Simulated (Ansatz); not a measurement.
Compare A (`OCB[SiH3]`) with its isomer B (`BC[SiH2]O`).

Program: Ansatz. Geometries: PBE0-D4/def2-TZVP. ΔE: electronic, gas phase. CCSD(T)/CBS is the MP2 limit (def2-TZVPP, def2-QZVPP) plus CCSD(T) − MP2 in def2-TZVPP, frozen cores. DFT in def2-TZVPP. B3LYP here is the variant with VWN-RPA as its local correlation; programs differ in this. Each species was taken in one conformer, which may not be the lowest.

A:

```xyz
11

O    -0.457    2.315    0.793
C     0.214    1.165    0.326
B    -0.695   -0.065    0.090
Si    0.079   -1.805   -0.574
H     0.181    3.022    0.909
H     1.017    0.842    1.018
H     0.751    1.354   -0.624
H    -1.870    0.009    0.303
H     1.550   -1.757   -0.812
H    -0.581   -2.197   -1.852
H    -0.189   -2.884    0.420
```

B:

Z-matrix (Å, degrees):
```
C
Si 1 1.887
B 1 1.533 2 110.4
H 1 1.096 2 103.9 3 -122.2
H 1 1.095 2 103.3 3 122.5
O 2 1.648 1 110.9 3 -175.7
H 2 1.488 1 109.1 3 62.3
H 2 1.481 1 110.9 3 -59.4
H 3 1.198 1 120.7 2 88.3
H 3 1.198 1 120.8 2 -88.4
H 6 0.958 2 117.9 1 -67.9
```

Which is lower in electronic energy at CCSD(T)/CBS, and by how much? (Estimate.)

The calculation gave: B, by 53.7 kcal/mol.

Give E(B) − E(A) in kcal/mol with ωB97M-V, B3LYP, CCSD(T)/def2-SVP, CCSD(T)/def2-TZVPP, BLYP-D4, PBE0-D4, HF/def2-TZVPP. (An estimate is asked.)

The calculation gave: ωB97M-V -53.3, B3LYP -50.8, CCSD(T)/def2-SVP -46.3, CCSD(T)/def2-TZVPP -52.9, BLYP-D4 -49.6, PBE0-D4 -49.5, HF/def2-TZVPP -54.0. None reverses the order clearly.

Does the order hold for the free energy at 298.15 K (harmonic terms from PBE0-D4)? (Best estimate.)

Ansatz gave: Yes: G(B) − G(A) = -52.5 kcal/mol, for one conformer each.

Largest T1 diagnostic: 0.012.

From BLYP to BHLYP (50 % exact exchange), in def2-TZVPP and without D4, E(B) − E(A) moves by −4.2 kcal/mol. At CCSD(T), def2-SVP lies +7.4 kcal/mol from the extrapolated value and def2-TZVPP +0.8 kcal/mol.
